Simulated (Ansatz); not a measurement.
Geometry optimisation, Ansatz 0.2.0, RHF/6-31G*.

The input (input.yaml):

```yaml
crystal:
  periodic: [false, false, false]
  atoms:
    - { symbol: Si, position_ang: [0.0, 0.0, 0.0] }
    - { symbol: F, position_ang: [0.0, 0.0, 1.94] }
    - { symbol: H, position_ang: [1.3768, 0.0, -0.4862] }
    - { symbol: O, position_ang: [-0.7913, 1.3709, -0.5594] }
    - { symbol: H, position_ang: [-1.7491, 1.1401, -0.7818] }
    - { symbol: O, position_ang: [-0.7913, -1.3709, -0.5594] }
    - { symbol: H, position_ang: [-1.2459, -1.8365, 0.2129] }
    - { symbol: S, position_ang: [1.2839, -1.9497, 0.7757] }
    - { symbol: H, position_ang: [0.4989, -3.103, 0.6585] }
    - { symbol: H, position_ang: [0.6405, -0.9726, 1.8597] }
basis:
  gaussian: { orbitals: "6-31G*" }
hamiltonian:
  xc: hf
relax:
  f_tol: 0.15
  max_steps: 25
  restrain:
    - { distance: [0, 7], at: 3.36, k: 30.0 }
    - { distance: [9, 1], at: 2.12, k: 30.0 }
    - { distance: [0, 1], at: 1.59, k: 30.0 }
    - { distance: [9, 7], at: 1.4, k: 30.0 }
```

Command:

```bash
$ ansatz run input.yaml --threads 2 --pin off --max-ram 3072MiB --backend cpu --events-out ev --progress --plain --runs-dir out
```

**Question.** Where does it end, and by what steps?

**Answer.** The run converged. The restraints hold the end off the free minimum. After 14 steps the energy has fallen by 4.993 eV (the restraints' own energy left out); H9 moved furthest, 1.29 Å. Parted: Si1–S8 (2.46 → 3.37 Å).

| step | energy less start (eV) | largest force component (eV/Å) | accepted |
| --- | --- | --- | --- |
| 0 | 0.0000 | 3.510 | yes |
| 1 | -1.6958 | 3.891 | yes |
| 2 | -3.0742 | 4.254 | yes |
| 3 | -4.0793 | 4.333 | yes |
| 4 | -4.6891 | 1.622 | yes |
| 5 | -4.7866 | 0.869 | yes |
| 6 | -4.8167 | 0.813 | yes |
| 7 | -4.8444 | 0.844 | yes |
| 8 | -4.8675 | 0.873 | yes |
| 9 | -4.8731 | 1.266 | yes |
| 10 | -4.9440 | 0.955 | yes |
| 11 | -4.9810 | 1.013 | yes |
| 12 | -4.9855 | 0.964 | yes |
| 13 | -4.9838 | 1.172 | no |
| 14 | -4.9931 | 0.939 | yes |

```xyz
10
Properties=species:S:1:pos:R:3
Si -0.251 0.212 -0.115
F -0.121 0.158 1.473
H 1.106 0.139 -0.641
O -0.924 1.619 -0.555
H -1.867 1.658 -0.633
O -1.248 -0.973 -0.606
H -1.003 -1.870 -0.424
S 1.413 -2.518 0.965
H 1.088 -3.563 1.714
H 1.029 -1.585 1.882
```

Run time: 22 s on 2 threads of Arm Neoverse V1, on a shared host, peak memory 0.18 GiB.
